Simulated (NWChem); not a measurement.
Species: CH₅FOSi; SMILES C[SiH](O)F

```xyz
9

Si     0.0148     0.0859     0.3597
C     -0.2696    -1.6583    -0.2147
O     -1.1028     1.1523    -0.2272
F      1.4960     0.5177    -0.1602
H     -0.0147     0.2436     1.8323
H     -1.2660    -2.0155     0.0880
H      0.4835    -2.3356     0.2175
H     -0.1949    -1.7345    -1.3112
H     -1.2563     1.1654    -1.1761
```
Atoms are numbered in this order, from 1.

Results from NWChem. Structure relaxed at the PBE0/def2-SVP level. Level: PBE0/def2-SVP with SMD (1 M gas to 1 M solution), gas-phase geometry. Reactions with the solvent are ignored.

**Question.** Predict the results for solvent water. Quantities: solvation free energy (kcal/mol); cavity-dispersion-structure term (kcal/mol); dipole in solution (D).

**Answer.** solvation free energy (kcal/mol): -4.2
cavity-dispersion-structure term (kcal/mol): 3.4
dipole in solution (D): 2.78
